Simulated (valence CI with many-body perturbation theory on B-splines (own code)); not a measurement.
Sc8+: calculated level list

Calculated by valence CI with perturbative core correlation (CI+MBPT): three valence electrons over a frozen Dirac-Fock core [Ne], radial functions for each j: 9 s, 9 p, 8 d, 6 f, 3 g, 1 h, with the one-electron correlation potential Σ1 (screened to all orders), the two-electron term Σ2, the three-electron term Σ3, Breit, model QED; selected single and double excitations, second order for the rest, scaled by the run's own slope (own B-spline code, finite nucleus).

No measured spectrum was set against this ion. As an estimate, levels of excited configurations hold to 0.05 to 0.15 % of their energy, terms of the ground configuration to about 0.5 %.

Levels 1 to 32 of 32, with energies above the lowest level, 3s2 3p 2P°_1/2. "Leading %" is the weight of the configuration and term that name the level; weights of strongly mixed levels are sums over their largest components and can fall short, so below about 35 % the name and the second component can differ from the true leading terms, or belong to a minority configuration.

```tsv
No.	Configuration	Term	J	E (cm⁻¹)	Leading %	g	Second component
1	3s2 3p	2P°	1/2	0	96	0.665	
2	3s2 3p	2P°	3/2	5769	96	1.334	
3	3s 3p2	4P	1/2	144900	99	2.668	
4	3s 3p2	4P	3/2	147050	99	1.734	
5	3s 3p2	4P	5/2	150180	99	1.599	
6	3s 3p2	2D	3/2	191620	86	0.800	12 % 3s2 3d 2D
7	3s 3p2	2D	5/2	192000	86	1.202	12 % 3s2 3d 2D
8	3s 3p2	2S	1/2	240620	93	1.948	
9	3s 3p2	2P	1/2	256100	92	0.721	4 % 3s 3p2 2S
10	3s 3p2	2P	3/2	259430	96	1.333	
11	3s2 3d	2D	3/2	313920	85	0.799	12 % 3s 3p2 2D
12	3s2 3d	2D	5/2	314270	85	1.200	11 % 3s 3p2 2D
13	3p3	2D°	3/2	374300	67	0.805	31 % 3s 3p 3d 2D°
14	3p3	2D°	5/2	374960	68	1.200	31 % 3s 3p 3d 2D°
15	3p3	4S°	3/2	384650	98	1.994	
16	3p3	2P°	1/2	419480	78	0.665	19 % 3s 3p 3d 2P°
17	3p3	2P°	3/2	419780	75	1.326	19 % 3s 3p 3d 2P°
18	3s 3p 3d	4F°	3/2	420600	98	0.410	
19	3s 3p 3d	4F°	5/2	421800	99	1.029	
20	3s 3p 3d	4F°	7/2	423530	99	1.238	
21	3s 3p 3d	4F°	9/2	425850	100	1.334	
22	3s 3p 3d	4P°	5/2	454990	82	1.558	16 % 3s 3p 3d 4D°
23	3s 3p 3d	4P°	3/2	456250	67	1.560	32 % 3s 3p 3d 4D°
24	3s 3p 3d	4D°	1/2	457370	51	1.295	48 % 3s 3p 3d 4P°
25	3s 3p 3d	4P°	1/2	459290	51	1.373	48 % 3s 3p 3d 4D°
26	3s 3p 3d	4D°	3/2	459940	67	1.371	32 % 3s 3p 3d 4P°
27	3s 3p 3d	4D°	5/2	460340	83	1.408	16 % 3s 3p 3d 4P°
28	3s 3p 3d	4D°	7/2	460390	99	1.429	
29	3s 3p 3d	2D°	3/2	471170	80	0.802	17 % 3p3 2D°
30	3s 3p 3d	2D°	5/2	471200	79	1.205	17 % 3p3 2D°
31	3s 3p 3d	2F°	5/2	493720	98	0.857	
32	3s 3p 3d	2F°	7/2	498310	98	1.143
```

Names give the largest LS component (configuration and term), which can be under half, so a name can repeat, a term be missing and a line seem to break the LS rules; names also repeat where a configuration has a term twice.

Where two levels of one J and parity lie close, their mixing, g and order are uncertain.

The ionisation energy to 3s2 1S_0 of the next ion comes out as 180.74 eV (NIST: 180.03 ± 0.12 eV (measured), further off than twice its uncertainty). All 32 levels together are meant to be complete up to 513450 cm⁻¹.
